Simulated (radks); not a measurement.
Values are calculated unless marked as measured or tabulated.
Q: The mean radii <r> (bohr) of the occupied orbitals of an atom or ion are listed with their occupations. Level of theory: scalar-relativistic Kohn-Sham, LDA (Slater exchange, VWN5 correlation), spin-polarised, spherical densities, finite nucleus; Fermi nuclear charge, rms radius of each element as measured or else 0.836 A^(1/3) + 0.57 fm (a radial shooting solver on a logarithmic mesh with Libxc functionals).

orbital  occ.      <r>
1s up       1  0.02192
1s down     1  0.02192
2s up       1  0.09305
2s down     1  0.09302
2p up       3  0.08208
2p down     3  0.08204
3s up       1   0.2371
3s down     1   0.2374
3p up       3   0.2338
3p down     3   0.2341
3d up       5   0.2099
3d down     3   0.2102

Name the element and its charge. Open shells, if any, are filled with parallel spins first.

A: Z = 64, gadolinium, charge +38: Gd38+ in [Ar] 3d8. The 1s radius gives Z: for a bare nucleus <r> = (2 gamma + 1)/(2Z) with gamma = sqrt(1 - (Z/c)^2), 0.02163 bohr for Z = 64, and screening makes it slightly larger (0.02192 here). The occupations add up to 26, and the charge is Z minus that.
